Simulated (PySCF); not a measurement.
Compound: C6H8BNO2.
Geometry (PBE0-D3(BJ)/def2-SVP, Å), atoms numbered from 1 in this order:
```
atom  x, y, z in Å
C1     2.798   -1.235    0.182
C2     2.998    0.147    0.493
C3     1.791    0.778    0.335
N4     0.854   -0.158   -0.061
B5    -0.535    0.100   -0.322
O6    -1.094    1.338   -0.208
C7    -2.472    1.216   -0.516
C8    -2.677   -0.274   -0.877
O9    -1.405   -0.876   -0.705
C10    1.478   -1.388   -0.152
H11    3.547   -2.024    0.204
H12    3.930    0.620    0.798
H13    1.504    1.818    0.470
H14   -3.070    1.522    0.357
H15   -2.722    1.889   -1.351
H16   -3.008   -0.412   -1.919
H17   -3.409   -0.770   -0.220
H18    0.912   -2.268   -0.451
```

Computed at PBE0/pcSseg-1 (PySCF, non-relativistic), with Q(14N) = 0.02044 b, Q(11B) = 0.04059 b, Q(17O) = −0.0256 b: N4, 14N (I = 1): χzz = -1.901 MHz, η = 0.772; B5, 11B (I = 3/2): χzz = 2.655 MHz, η = 0.326; O6, 17O (I = 5/2): χzz = -9.647 MHz, η = 0.313.

Task: Find the zero-field quadrupole resonance frequencies of 14N at N4.

Result: From ν± = (3/4)|χ|(1 ± η/3) and ν0 = |χ|η/2: ν+ 1.793 MHz, ν− 1.059 MHz, ν0 0.734 MHz (pyrrole-type nitrogen).

Task: Find the zero-field quadrupole resonance frequencies of 11B at B5.

Result: From ν = (|χ|/2)√(1 + η²/3): ν = 1.351 MHz (three-coordinate boron).

Task: Find the zero-field quadrupole resonance frequencies of 17O at O6.

Result: From the eigenvalues of H = χ/[4I(2I − 1)] × [3Iz² − I(I + 1) + η(Ix² − Iy²)], steps between neighbouring levels, labelled as for η = 0: ±1/2↔±3/2 1.594 MHz, ±3/2↔±5/2 2.840 MHz (boron-bound oxygen).

In a crystal, neighbours and librations shift these lines. One conformer (not necessarily the lowest) at the PBE0-D3(BJ)/def2-SVP geometry, without solvent, vibrations or thermal averaging. With a basis this small, the couplings can be 20 % off.
